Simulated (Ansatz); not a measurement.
Born–Oppenheimer molecular dynamics of CH₅AlF₂O₂ (11 atoms, charge 0, multiplicity 1). It starts at the highest image of a converged band, a first-order saddle point between two minima.

Method: RKS PBE-D4/def2-SVP in Ansatz 0.2.0.

| Property | Result |
| --- | --- |
| ensemble | NVE (velocity Verlet) |
| time step | 0.5 fs |
| steps asked | 200 |
| starting velocities drawn for | 100 K |
| seed | 6331 |

First frame:

```xyz
11
Properties=species:S:1:pos:R:3
Al -0.222 1.145 0.715
O 0.260 -0.552 0.172
C -0.521 -1.579 -0.426
F -1.738 1.571 0.146
F 0.197 1.556 2.283
H 1.024 0.224 -0.453
O 1.164 1.444 -0.492
H -1.254 -1.175 -1.159
H 0.143 -2.303 -0.941
H -1.080 -2.125 0.362
H 2.027 1.794 -0.207
```

**Question.** What does the run give?

**Answer.** All steps were run.

```yaml
steps_done: 200
time_covered: 100 fs
mean_temperature_over_the_second_half: 164 K
spread_of_the_potential_energy_over_the_second_half: 2.0 meV per atom
mean_potential_energy_of_the_second_half_above_the_start: -6.7 meV per atom
```

The conserved energy stayed within 0.13 meV per atom of its start (net change 0.023 meV per atom), so the integration is sound. The kinetic energy rose, since the run started high on the potential surface and went downhill. A run of 0.1 ps of so small a system gives no equilibrium averages. The orbitals stay closed-shell, which can raise the energy where a bond breaks towards radicals; this wasn't checked here.

**Question.** What happens to the structure?

**Answer.** Between its relaxed ends the band would form O2–H6 and break H6–O7. These pairs go: O2–H6 1.26 → 0.97 Å, H6–O7 1.23 → 2.67 Å. In the last frame they stand as after the step (other bonds may differ from the relaxed reactants and products). It ends as one piece, CH5AlF2O2. Pairs count as bonded within 1.25 times the sum of covalent radii (0.12 Å more for H–H). This is one draw of velocities; another would differ in detail.

**Question.** How do temperature and energy run in time?

**Answer.** 
```csv
time (fs),T (K),potential energy less start (eV),conserved less start (meV/atom)
0.0,100,0.000,0.00
5.0,56,0.052,0.05
10.0,69,0.037,0.06
15.0,73,0.033,0.10
20.0,89,0.014,0.12
25.0,141,-0.047,0.09
30.0,203,-0.119,0.03
35.0,226,-0.147,0.02
40.0,208,-0.125,0.04
45.0,206,-0.122,0.06
50.0,157,-0.065,0.10
55.0,144,-0.050,0.09
60.0,158,-0.066,0.06
65.0,141,-0.047,0.02
70.0,165,-0.076,0.02
75.0,174,-0.086,0.05
80.0,164,-0.074,0.08
85.0,170,-0.080,0.09
90.0,183,-0.096,0.07
95.0,187,-0.101,0.05
100.0,168,-0.079,0.02
```

Time of the run: 2.4 min on 2 threads of AMD EPYC 9R45 96-Core Processor (Zen 5), on a shared host, peak memory 0.17 GiB.
